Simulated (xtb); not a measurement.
xtb input (GFN2-xTB):

```bash
xtb mol.xyz --gfn 2 --sp --chrg 0 --uhf 0
```
mol.xyz:
```
13

C      2.23417936    -1.54732856     0.25950302
C      1.73313664    -0.40347380    -0.20150509
Si    -0.03258627     0.10631398     0.00216862
Cl    -0.25118828     1.19858102     1.74314645
Cl    -0.50481754     1.37049930    -1.56308650
C     -1.24152301    -1.29094746     0.06292090
C     -1.04210807    -2.47383768    -0.51408813
H      1.62380965    -2.27391822     0.78336533
H      3.28100923    -1.80401732     0.13862117
H      2.39490017     0.29040957    -0.71259154
H     -2.17627045    -1.11506938     0.58842219
H     -1.78479114    -3.26319878    -0.47338892
H     -0.13246010    -2.70344194    -1.05679226
```

End of the output:

```
         :::::::::::::::::::::::::::::::::::::::::::::::::::::
         ::                     SUMMARY                     ::
         :::::::::::::::::::::::::::::::::::::::::::::::::::::
         :: total energy             -22.449213466701 Eh    ::
         :: gradient norm              0.040148796823 Eh/a0 ::
         :: HOMO-LUMO gap              4.054446669767 eV    ::
         ::.................................................::
         :: SCC energy               -22.695103819618 Eh    ::
         :: -> isotropic ES            0.029621536131 Eh    ::
         :: -> anisotropic ES         -0.000207038610 Eh    ::
         :: -> anisotropic XC          0.012482783240 Eh    ::
         :: -> dispersion             -0.011871118235 Eh    ::
         :: repulsion energy           0.245890352917 Eh    ::
         :: add. restraining           0.000000000000 Eh    ::
         :: total charge               0.000000000000 e     ::
         :::::::::::::::::::::::::::::::::::::::::::::::::::::

           -------------------------------------------------
          |                Property Printout                |
           -------------------------------------------------

    * Orbital Energies and Occupations

         #    Occupation            Energy/Eh            Energy/eV
      -------------------------------------------------------------
         1        2.0000           -1.0616318             -28.8885
       ...           ...                  ...                  ...
         8        2.0000           -0.5151641             -14.0183
         9        2.0000           -0.5132743             -13.9669
        10        2.0000           -0.4853457             -13.2069
        11        2.0000           -0.4757598             -12.9461
        12        2.0000           -0.4707428             -12.8096
        13        2.0000           -0.4524330             -12.3113
        14        2.0000           -0.4454217             -12.1205
        15        2.0000           -0.4409966             -12.0001
        16        2.0000           -0.4342188             -11.8157
        17        2.0000           -0.4327457             -11.7756
        18        2.0000           -0.4280643             -11.6482
        19        2.0000           -0.4277854             -11.6406
        20        2.0000           -0.4117379             -11.2040 (HOMO)
        21                         -0.2627397              -7.1495 (LUMO)
        22                         -0.2553260              -6.9478
        23                         -0.1655103              -4.5038
        24                         -0.1565705              -4.2605
        25                         -0.1305988              -3.5538
        26                         -0.0567655              -1.5447
        27                         -0.0174044              -0.4736
        28                          0.0042465               0.1156
        29                          0.0190909               0.5195
        30                          0.0222157               0.6045
        31                          0.0225516               0.6137
       ...                                ...                  ...
        49                          0.6698647              18.2279
      -------------------------------------------------------------
                  HL-Gap            0.1489982 Eh            4.0544 eV
             Fermi-level           -0.3372388 Eh           -9.1767 eV

     #   Z          covCN         q      C6AA      α(0)
     1   6 C        2.856    -0.072    29.789     8.946
     2   6 C        2.786    -0.117    30.951     9.113
     3  14 Si       3.415     0.560   103.965    20.006
     4  17 Cl       0.805    -0.243   106.758    15.806
     5  17 Cl       0.805    -0.244   106.787    15.808
     6   6 C        2.786    -0.117    30.949     9.113
     7   6 C        2.856    -0.072    29.793     8.946
     8   1 H        0.925     0.044     2.398     2.422
     9   1 H        0.925     0.052     2.299     2.371
    10   1 H        0.925     0.057     2.231     2.336
    11   1 H        0.925     0.057     2.229     2.335
    12   1 H        0.925     0.052     2.297     2.370
    13   1 H        0.925     0.044     2.398     2.422

 Mol. C6AA /au·bohr⁶  :       3817.462436
 Mol. C8AA /au·bohr⁸  :     135531.140045
 Mol. α(0) /au        :        101.992844

Wiberg/Mayer (AO) data.
largest (>0.10) Wiberg bond orders for each atom

 ---------------------------------------------------------------------------
     #   Z sym  total        # sym  WBO       # sym  WBO       # sym  WBO
 ---------------------------------------------------------------------------
     1   6 C    3.988 --     2 C    1.987     8 H    0.979     9 H    0.974
     2   6 C    3.987 --     1 C    1.987    10 H    0.967     3 Si   0.900
     3  14 Si   3.968 --     4 Cl   1.041     5 Cl   1.040     6 C    0.901
                             2 C    0.900
     4  17 Cl   1.197 --     3 Si   1.041
     5  17 Cl   1.196 --     3 Si   1.040
     6   6 C    3.987 --     7 C    1.987    11 H    0.966     3 Si   0.901
     7   6 C    3.988 --     6 C    1.987    13 H    0.979    12 H    0.975
     8   1 H    0.998 --     1 C    0.979
     9   1 H    0.997 --     1 C    0.974
    10   1 H    0.997 --     2 C    0.967
    11   1 H    0.997 --     6 C    0.966
    12   1 H    0.997 --     7 C    0.975
    13   1 H    0.998 --     7 C    0.979
 ---------------------------------------------------------------------------

Topologies differ in total number of bonds
Writing topology from bond orders to xtbtopo.mol

molecular dipole:
                 x           y           z       tot (Debye)
 q only:        0.336      -1.147      -0.081
   full:        0.344      -1.171      -0.082       3.111
molecular quadrupole (traceless):
                xx          xy          yy          xz          yz          zz
 q only:        4.104       1.214       0.471      -0.850       0.090      -4.575
  q+dip:        5.906       1.479       1.554      -2.175      -0.078      -7.460
Note: The following floating-point exceptions are signalling: IEEE_UNDERFLOW_FLAG IEEE_DENORMAL
normal termination of xtb
   full:        5.000       1.277       1.165      -1.254       0.105      -6.164

           -------------------------------------------------
          | TOTAL ENERGY              -22.449213466701 Eh   |
          | GRADIENT NORM               0.040148796823 Eh/α |
          | HOMO-LUMO GAP               4.054446669767 eV   |
           -------------------------------------------------

------------------------------------------------------------------------
------------------------------------------------------------------------
 total:
 SCF:
```
